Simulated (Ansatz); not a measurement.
Species: CsI, charge 0, singlet. CsI (SMILES [I][Cs]).
B3LYP-D3(BJ)/def2-TZVP minimum from Ansatz (a first-principles code):
```xyz
2

Cs     0.0000     0.0000    -1.6572
I      0.0000     0.0000     1.7197
```

Total energies in hartree (Ansatz). Open shells are spin-unrestricted; no spin-orbit coupling. Correlated methods leave the cores frozen (noble-gas shells, and filled d and f shells in the p block). Past Kr the def2 sets carry scalar-relativistic core potentials. For partners of very few electrons the exact lower level stands in for a higher one. Spin-orbit terms, left out, reach several kcal/mol for Br and I, and more for heavier atoms.

```csv
species,HF/def2-TZVPP,CCSD(T)/def2-TZVPP,HF/def2-QZVPP,CCSD(T)/def2-QZVPP,CCSDT(Q)/def2-QZVPP
1: CsI (SMILES [I][Cs]),-316.61528,-316.77899,-316.61733,-316.80524,-316.80605
2: Cs (doublet),-19.85520,-19.85520,-19.85522,-19.85522,-19.85522
3: I (doublet),-296.65857,-296.79430,-296.65973,-296.81374,-296.81455
```

Task: Work out the atomisation energy (electronic, to ground-state atoms) in kcal/mol: take Hartree-Fock from def2-QZVPP, extrapolate the CCSD(T) correlation energy as X^-3 (X = 3, 4), and add CCSDT(Q) - CCSD(T) in def2-QZVPP. 1 hartree = 627.51 kcal/mol.

Result: 
Species 1: correlation (64·(-0.18791) - 27·(-0.16371))/37 = -0.20557; step -0.00081; E1 = -316.61733 + (-0.20557) + (-0.00081) = -316.82371
Species 2: correlation (64·(0.00000) - 27·(0.00000))/37 = 0.00000; step +0.00000; E2 = -19.85522 + (0.00000) + (+0.00000) = -19.85522
Species 3: correlation (64·(-0.15401) - 27·(-0.13573))/37 = -0.16735; step -0.00081; E3 = -296.65973 + (-0.16735) + (-0.00081) = -296.82789
-1·E1 +1·E2 +1·E3 = 0.14060 hartree = 88.2 kcal/mol.
